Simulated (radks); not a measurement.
The numbers below are computed, except where a source is named.
Task: The mean radii <r> (bohr) of the occupied orbitals of an atom or ion are listed with their occupations. Level of theory: Dirac Kohn-Sham, LDA (Slater exchange, Perdew-Wang correlation), spin-unpolarised, spherical densities, finite nucleus; Fermi nuclear charge, rms radius of each element as measured or else 0.836 A^(1/3) + 0.57 fm (a radial shooting solver on a logarithmic mesh with Libxc functionals).

| orbital | occ. | <r> |
|---|---|---|
| 1s1/2 | 2 | 0.01745 |
| 2s1/2 | 2 | 0.07301 |
| 2p1/2 | 2 | 0.06019 |
| 2p3/2 | 4 | 0.06850 |
| 3s1/2 | 2 | 0.1901 |
| 3p1/2 | 2 | 0.1802 |
| 3p3/2 | 4 | 0.1955 |
| 3d3/2 | 4 | 0.1705 |
| 3d5/2 | 6 | 0.1752 |
| 4s1/2 | 2 | 0.4235 |
| 4p1/2 | 2 | 0.4267 |
| 4p3/2 | 4 | 0.4607 |
| 4d3/2 | 4 | 0.4720 |
| 4d5/2 | 6 | 0.4833 |
| 5s1/2 | 2 | 0.9686 |
| 4f5/2 | 6 | 0.5295 |
| 5p1/2 | 2 | 1.044 |
| 4f7/2 | 8 | 0.5369 |
| 5p3/2 | 4 | 1.132 |
| 5d3/2 | 4 | 1.413 |

Name the element and its charge. Open shells, if any, fill j = l - 1/2 first.

Result: Z = 77, iridium, charge +5: Ir5+ in [Xe] 4f14 5d4. The 1s radius gives Z: for a bare nucleus <r> = (2 gamma + 1)/(2Z) with gamma = sqrt(1 - (Z/c)^2), 0.01724 bohr for Z = 77, and screening makes it slightly larger (0.01745 here). The occupations add up to 72, and the charge is Z minus that.
